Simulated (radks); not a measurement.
Removal energies from the cerium ion Ce8+, [Kr] 4d10 5s2 5p2, by Delta-SCF beside the eigenvalue of the level emptied. All-electron calculation, scalar-relativistic Kohn-Sham, r2SCAN, spin-polarised, spherical densities, finite nucleus; meta-GGA in the generalised Kohn-Sham scheme; Fermi nuclear charge, rms radius of each element as measured or else 0.836 A^(1/3) + 0.57 fm. Program: a radial shooting solver on a logarithmic mesh with Libxc functionals. Open shells are filled with parallel spins first.

5p: final configuration [Kr] 4d10 5s2 5p1; Delta-SCF (eV) 124.23; -eigenvalue (eV) 117.31
5s: final configuration [Kr] 4d10 5s1 5p2; Delta-SCF (eV) 141.62; -eigenvalue (eV) 135.08
4d: final configuration [Kr] 4d9 5s2 5p2; Delta-SCF (eV) 235.16; -eigenvalue (eV) 222.06
4p: final configuration [Ar] 3d10 4s2 4p5 4d10 5s2 5p2; Delta-SCF (eV) 340.05; -eigenvalue (eV) 326.24
